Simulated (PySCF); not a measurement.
Compound: C6H7S (doublet state).
Structure used (GFN2-xTB), in Å, numbered top down from 1:
```xyz
14
C6H7S angstrom
C     -2.360   -0.334    0.381
C     -1.275    0.609    0.758
C      0.052    0.414    0.513
C      0.723   -0.653   -0.120
C      2.098   -0.484   -0.178
C      2.534    0.686    0.390
S      1.241    1.625    1.023
H     -1.987   -1.155   -0.223
H     -3.137    0.190   -0.176
H     -2.828   -0.746    1.278
H     -1.577    1.508    1.275
H      0.209   -1.510   -0.513
H      2.769   -1.198   -0.625
H      3.539    1.048    0.474
```

The hyperfine couplings belong to this conformer and change with its torsions.

The species is `C[CH]c1cccs1` [radical].

Level of theory: UKS B3LYP, pcH-1 on C H S, non-relativistic, mean-field spin-orbit, GIAO (PySCF 2.14.0). The structure is a single GFN2-xTB conformer in the gas phase; no vibrational or solvent corrections. Couplings are sensitive to structure, and on GFN2-xTB geometries they can be far from those on DFT ones. Stability of the SCF solution: not tested. ⟨S²⟩ is 0.778 where a pure state has 0.75.

Where do the isotropic ENDOR lines of H8/H9/H10, H11, H12, H14 and H13 fall at 1213.4 mT, to first order?

For S = 1/2 in fast tumbling each set of equivalent nuclei gives two lines, ν± = |νn ± a/2| to first order, with νn = g_N μN B/h and μN/h = 7.62259 MHz/T.

```tsv
nuclei	isotope	g_N	νn (MHz)	a_iso (MHz)	lower line (MHz)	upper line (MHz)
H8/H9/H10	1H	5.5857	51.66	41.81	30.76	72.57
H11	1H	5.5857	51.66	-38.64	32.34	70.99
H12	1H	5.5857	51.66	-23.85	39.74	63.59
H14	1H	5.5857	51.66	-23.68	39.82	63.51
H13	1H	5.5857	51.66	6.45	48.44	54.89
```

Which pairs are centred on the nuclear Larmor frequency, and which on half the coupling?

Centred on νn, since |a| < 2νn: H8/H9/H10, H11, H12, H14 and H13. No pair has |a| > 2νn.

At what field would the lower line of H8/H9/H10 fall to zero frequency?

Where νn = |a|/2, that is B = 20.90 MHz/(5.5857 × 7.62259 MHz/T) = 491 mT, as far as first order holds there.

Class means assume fast exchange of nuclei equivalent by connectivity; if that motion is slow, each nucleus keeps its own coupling. The three 1H nuclei of mean +41.8 MHz run from 2.7 to 69.3 MHz in the frozen geometry.

The largest Mulliken spin populations are on C2 (+0.62), C4 (+0.37), C6 (+0.33) and C3 (-0.20). Three atoms exceed +0.15. The positive populations add up to 1.45 and the negative ones to -0.45, together 2S = 1. The angles at C2 add up to 360.0°, so it is planar; its axial dipolar tensor and the negative coupling of its proton fit spin in a p orbital normal to that plane.
